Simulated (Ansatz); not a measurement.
Reactions of C2H5FOSi, SMILES `C=C(F)[SiH2]O`.

Gas-phase electronic energies from Ansatz, PBE0-D4/def2-TZVP geometries. CCSD(T)/CBS is the MP2 limit (def2-TZVPP, def2-QZVPP) plus CCSD(T) − MP2 in def2-TZVPP, frozen cores. This one scheme is used for every species. Functionals use def2-TZVPP. For Zn outer-core shells are correlated without core-valence functions, which leaves a few kJ/mol of doubt a bond. Scalar relativity is left out up to krypton. Each species was taken in one conformer, which may not be the lowest.

```json
{"reaction": "`C=C(F)[SiH2]O` + `[OH][AlH2]` → `[OH][AlH][SiH2]O` + `C=CF`", "PBE0-D4 (eV)": "0.01", "ωB97M-V (eV)": "0.19", "MP2/CBS(def2) (eV)": "0.19", "CCSD(T)/CBS(def2) (eV)": "0.12"}
{"reaction": "`C=C(F)[SiH2]O` + `[NH2][ZnH]` → `O[SiH2][NH][ZnH]` + `C=CF`", "PBE0-D4 (eV)": "-0.91", "ωB97M-V (eV)": "-0.95", "MP2/CBS(def2) (eV)": "-0.97", "CCSD(T)/CBS(def2) (eV)": "-0.96"}
{"reaction": "`C=C(F)[SiH2]O` + `C[SiH](O)O` → `C[SiH](O)O[SiH2]O` + `C=CF`", "PBE0-D4 (eV)": "-1.31", "ωB97M-V (eV)": "-1.37", "MP2/CBS(def2) (eV)": "-1.39", "CCSD(T)/CBS(def2) (eV)": "-1.38"}
{"reaction": "`C=C(F)[SiH2]O` + `O[Si](O)(O)S` → `O[SiH2]S[Si](O)(O)O` + `C=CF`", "PBE0-D4 (eV)": "-0.91", "ωB97M-V (eV)": "-0.87", "MP2/CBS(def2) (eV)": "-0.92", "CCSD(T)/CBS(def2) (eV)": "-0.86"}
{"reaction": "`C=C(F)[SiH2]O` + H–F → `O[SiH2]F` + `C=CF`", "PBE0-D4 (eV)": "-1.54", "ωB97M-V (eV)": "-1.63", "MP2/CBS(def2) (eV)": "-1.61", "CCSD(T)/CBS(def2) (eV)": "-1.60"}
{"reaction": "`C=C(F)[SiH2]O` + `C=N` → `C=NC(=C)F` + silanol", "PBE0-D4 (eV)": "0.05", "ωB97M-V (eV)": "0.15", "MP2/CBS(def2) (eV)": "0.13", "CCSD(T)/CBS(def2) (eV)": "0.15"}
{"reaction": "`C=C(F)[SiH2]O` + `N[SiH2]OCO` → `C=C(F)[SiH](O)O` + `CO[SiH2]N`", "PBE0-D4 (eV)": "-1.62", "ωB97M-V (eV)": "-1.68", "MP2/CBS(def2) (eV)": "-1.79", "CCSD(T)/CBS(def2) (eV)": "-1.72"}
{"reaction": "`C=C(F)[SiH2]O` + `[SiH3]CS` → `O[SiH2]SC[SiH3]` + `C=CF`", "PBE0-D4 (eV)": "-0.70", "ωB97M-V (eV)": "-0.65", "MP2/CBS(def2) (eV)": "-0.73", "CCSD(T)/CBS(def2) (eV)": "-0.67"}
{"reaction": "`C=C(F)[SiH2]O` + H–F → `C=C(F)F` + silanol", "PBE0-D4 (eV)": "0.52", "ωB97M-V (eV)": "0.52", "MP2/CBS(def2) (eV)": "0.76", "CCSD(T)/CBS(def2) (eV)": "0.68"}
```

Largest T1 diagnostic: 0.016, for `[NH2][ZnH]`.
